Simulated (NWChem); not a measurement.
System: CH4OSTe; SMILES CS[Te]O

NWChem input:

```
start job
memory heap 200 mb stack 900 mb global 1100 mb
geometry units angstroms noautoz
  Te    -0.256715     0.707277    -0.014002
  O      1.619537     1.341032     0.279756
  H      2.111631     1.148408    -0.528967
  S     -0.155115    -1.579437     0.636894
  C      0.354491    -2.473154    -0.863865
  H     -0.318707    -2.262927    -1.705534
  H      0.294298    -3.543264    -0.613448
  H      1.390357    -2.231775    -1.137488
end
basis spherical
  * library def2-svp
end
ecp
  Te library def2-ecp
end
dft
  xc r2scan
  grid fine
  iterations 150
  mulliken
end
task dft gradient
```

Output (shortened):

```
             Northwest Computational Chemistry Package (NWChem) 7.3.0
             --------------------------------------------------------

 C1  symmetry detected

                             Geometry "geometry" -> ""
                             -------------------------

 Output coordinates in angstroms (scale by  1.889725989 to convert to a.u.)

  No.       Tag          Charge          X              Y              Z
 ---- ---------------- ---------- -------------- -------------- --------------
    1 Te                  52.0000    -0.31229308     0.68867123    -0.07233609
    2 O                    8.0000     1.52316730     1.40032538     0.29221063
    3 H                    1.0000     2.05912778     1.21005756    -0.48871057
    4 S                   16.0000    -0.15510029    -1.57838886     0.63390613
    5 C                    6.0000     0.45678734    -2.48279109    -0.82155121
    6 H                    1.0000    -0.18408152    -2.31624574    -1.69753488
    7 H                    1.0000     0.42531474    -3.54898775    -0.55007109
    8 H                    1.0000     1.49442135    -2.20736285    -1.05308235

 Effective nuclear repulsion energy (a.u.)     462.0353162057

                                 NWChem DFT Module
                                 -----------------

 Summary of "ao basis" -> "ao basis" (spherical)
 ------------------------------------------------------------------------------
       Tag                 Description            Shells   Functions and Types
 ---------------- ------------------------------  ------  ---------------------
 Te                         def2-svp                10       26   4s4p2d
 O                          def2-svp                 6       14   3s2p1d
 H                          def2-svp                 3        5   2s1p
 S                          def2-svp                 8       18   4s3p1d
 C                          def2-svp                 6       14   3s2p1d

            General Information
            -------------------
          SCF calculation type: DFT
          Wavefunction type:  closed shell.
          No. of atoms     :     8
          No. of electrons :    58
           Alpha electrons :    29
            Beta electrons :    29
          Charge           :     0
          Spin multiplicity:     1
          Use of symmetry is: off; symmetry adaption is: off
          Maximum number of iterations: 150
          AO basis - number of functions:    92
                     number of shells:    42
          Convergence on energy requested:  1.00D-06
          Convergence on density requested:  1.00D-05
          Convergence on gradient requested:  5.00D-04

              XC Information
              --------------
                      r^2SCAN Method XC Functional
               r^2SCAN metaGGA Exchange Functional  1.000
                     r^2SCAN Correlation Potential  1.000

             Grid Information
             ----------------
          Grid used for XC integration:  fine
          Radial quadrature: Mura-Knowles
          Angular quadrature: Lebedev.
          Tag              B.-S. Rad. Rad. Pts. Rad. Cut. Ang. Pts.
          ---              ---------- --------- --------- ---------
          Te                  1.40      141          12.0       974
          O                   0.60       70          13.0       590
          H                   0.35       60          12.0       590
          S                   1.00      123          11.0       770
          C                   0.70       70          11.0       590
          Grid pruning is: on
          Number of quadrature shells:   644
          Spatial weights used:  Erf1

      Superposition of Atomic Density Guess
      -------------------------------------

 Sum of atomic energies:        -822.88411729

      Non-variational initial energy
      ------------------------------

 Total energy =    -779.731595
 1-e energy   =   -1687.276461
 2-e energy   =     648.833913
 HOMO         =      -0.220711
 LUMO         =      -0.046617

     ---------------------------------------------
      Total Density - Mulliken Population Analysis
     ---------------------------------------------

    Atom       Charge   Shell Charges
 -----------   ------   -------------------------------------------------------
    1 Te  24    23.41   1.77  0.27  1.21  0.63  2.90  3.13  1.73  1.65  9.85  0.26
    2 O    8     8.83   1.99  1.11  0.69  3.01  2.02  0.00
    3 H    1     0.67   0.53  0.07  0.06
    4 S   16    16.21   2.00  1.99  1.20  0.67  5.94  1.68  2.67  0.05
    5 C    6     6.23   1.99  0.95  0.24  1.94  1.08  0.02
    6 H    1     0.89   0.67  0.19  0.02
    7 H    1     0.89   0.67  0.20  0.02
    8 H    1     0.89   0.67  0.19  0.02

   convergence    iter        energy       DeltaE   RMS-Dens  Diis-err
 ---------------- ----- ----------------- --------- --------- ---------
 d= 0,ls=0.0,diis     1   -781.6700531568 -1.04D+03  2.22D-02  5.91D-01
 d= 0,ls=0.0,diis     2   -781.1956609146  4.74D-01  1.77D-02  4.55D+00
 d= 0,ls=0.0,diis     3   -781.7270006055 -5.31D-01  5.56D-03  1.12D-01
 d= 0,ls=0.0,diis     4   -781.7356073436 -8.61D-03  3.05D-03  4.56D-02
 d= 0,ls=0.0,diis     5   -781.7425526603 -6.95D-03  9.35D-04  4.83D-03
  Resetting Diis
 d= 0,ls=0.0,diis     6   -781.7433237714 -7.71D-04  2.17D-04  3.46D-04
 d= 0,ls=0.0,diis     7   -781.7433819404 -5.82D-05  1.15D-04  2.63D-05
 d= 0,ls=0.0,diis     8   -781.7433740297  7.91D-06  7.65D-05  8.53D-05
 d= 0,ls=0.0,diis     9   -781.7433852804 -1.13D-05  1.41D-05  3.01D-06
 d= 0,ls=0.0,diis    10   -781.7433856210 -3.41D-07  3.16D-06  8.21D-08

         Total DFT energy =     -781.743385620996
      One electron energy =    -1689.778276817819
           Coulomb energy =      711.305111313565
    Exchange-Corr. energy =      -61.981173885098
 Nuclear repulsion energy =      258.710953768356

 Numeric. integr. density =       57.999995641637

                       DFT Final Molecular Orbital Analysis
                       ------------------------------------

 Vector   27  Occ=2.000000D+00  E=-2.605869D-01
              MO Center=  7.1D-01,  3.6D-01,  3.0D-01, r^2= 4.1D+00
   Bfn.  Coefficient  Atom+Function         Bfn.  Coefficient  Atom+Function
  ----- ------------  ---------------      ----- ------------  ---------------
    31      0.399880  2 O  py                34      0.303926  2 O  py
    57      0.279866  4 S  py                58     -0.212577  4 S  pz
    54      0.201891  4 S  py                32     -0.199100  2 O  pz
    12     -0.194448  1 Te py                30     -0.189379  2 O  px
     4     -0.172709  1 Te s                 35     -0.158931  2 O  pz

 Vector   28  Occ=2.000000D+00  E=-2.316267D-01
              MO Center= -6.4D-03, -1.3D+00,  4.3D-01, r^2= 2.7D+00
   Bfn.  Coefficient  Atom+Function         Bfn.  Coefficient  Atom+Function
  ----- ------------  ---------------      ----- ------------  ---------------
    56      0.572805  4 S  px                53      0.396571  4 S  px
    50      0.225881  4 S  px                58      0.187818  4 S  pz
    31      0.142892  2 O  py                88     -0.137936  8 H  s
    55      0.120660  4 S  pz                78      0.120941  6 H  s
    67     -0.115062  5 C  px                34      0.111401  2 O  py

 Vector   29  Occ=2.000000D+00  E=-2.002088D-01
              MO Center= -1.7D-01,  4.9D-01, -6.2D-02, r^2= 3.0D+00
   Bfn.  Coefficient  Atom+Function         Bfn.  Coefficient  Atom+Function
  ----- ------------  ---------------      ----- ------------  ---------------
    13      0.556565  1 Te pz                16      0.484381  1 Te pz
    10     -0.214273  1 Te pz                32     -0.169367  2 O  pz
     7     -0.166450  1 Te pz                14     -0.153901  1 Te px
    66      0.146793  5 C  s                 12      0.130661  1 Te py
    49     -0.126833  4 S  s                 35     -0.126106  2 O  pz

 Vector   30  Occ=0.000000D+00  E=-7.476260D-02
              MO Center=  5.5D-02,  5.8D-01, -1.1D-02, r^2= 3.6D+00
   Bfn.  Coefficient  Atom+Function         Bfn.  Coefficient  Atom+Function
  ----- ------------  ---------------      ----- ------------  ---------------
    14      0.608274  1 Te px                11      0.456178  1 Te px
    29     -0.406453  2 O  s                 30      0.273934  2 O  px
     3      0.259744  1 Te s                 33      0.257349  2 O  px
    56     -0.233299  4 S  px                 8     -0.171836  1 Te px
    15      0.153767  1 Te py                31      0.153302  2 O  py

[...]

                         DFT ENERGY GRADIENTS

    atom               coordinates                        gradient
                 x          y          z           x          y          z
   1 Te     -0.590148   1.301400  -0.136695    0.004829  -0.000658   0.001821
   2 O       2.878369   2.646231   0.552198   -0.003318  -0.003160  -0.004228
   3 H       3.891187   2.286677  -0.923529   -0.001536   0.000830   0.003078
   4 S      -0.293097  -2.982722   1.197909    0.001134   0.000965  -0.003224
   5 C       0.863203  -4.691795  -1.552507   -0.000838   0.001782   0.002057
   6 H      -0.347864  -4.377070  -3.207876    0.000246  -0.000077   0.000337
   7 H       0.803728  -6.706614  -1.039484   -0.000077   0.000447   0.000015
   8 H       2.824047  -4.171311  -1.990037   -0.000440  -0.000127   0.000145
```

Level: r2SCAN/def2-SVP with def2 effective core potentials on Te. The geometry was optimised at PBE0/def2-SVP. def2 effective core potentials on Te; no spin-orbit coupling.
